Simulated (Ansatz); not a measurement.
CH6FNSSi (`CN[SiH](F)S`). Total charge 0; spin multiplicity 1.

Z-matrix (Å, degrees):
```
C
N 1 1.447
H 1 1.092 2 109.5
H 1 1.094 2 111.1 3 -118.4
H 1 1.096 2 112.9 3 119.9
Si 2 1.694 1 126.8 3 -21.1
H 2 1.008 1 114.5 3 174.3
S 6 2.121 2 111.1 1 48.8
F 6 1.597 2 104.3 1 171.4
H 6 1.482 2 118.2 1 -71.1
H 8 1.345 6 93.8 2 45.4
```

**Question.** List the harmonic frequencies (cm⁻¹, unscaled) at PBE0-D4/def2-TZVP in Ansatz. (An estimate is asked.)

**Answer.** Computed: 87, 117, 152, 213, 260, 301, 372, 397, 510, 689, 788, 824, 889, 906, 1104, 1148, 1168, 1414, 1461, 1491, 1519, 2240, 2706, 3023, 3080, 3124, 3624.

**Question.** Is this a minimum?

**Answer.** Yes, all 27 modes are real.

**Question.** Give the ideal-gas thermochemistry at 298.15 K and 1 bar (rigid rotor, harmonic oscillator; point group C1, symmetry number 1).

**Answer.** Zero-point energy 201.0 kJ/mol; H(298) − E = 223.7 kJ/mol; entropy 360.3 J/(mol·K), of which translation 167.6, rotation 115.2, vibration 77.5; G(298) − E = 116.3 kJ/mol. Modes under 100 cm⁻¹ are hindered rotations or soft bends, so the harmonic entropy is rough.

**Question.** And at 400, 500, 600, 800 and 1000 K?

**Answer.** 
| T (K) | H − E (kJ/mol) | S (J/mol/K) | G − E (kJ/mol) |
| --- | --- | --- | --- |
| 400 | 236.5 | 396.9 | 77.7 |
| 500 | 250.8 | 428.9 | 36.4 |
| 600 | 266.6 | 457.7 | -8.0 |
| 800 | 301.8 | 508.1 | -104.7 |
| 1000 | 340.5 | 551.3 | -210.8 |
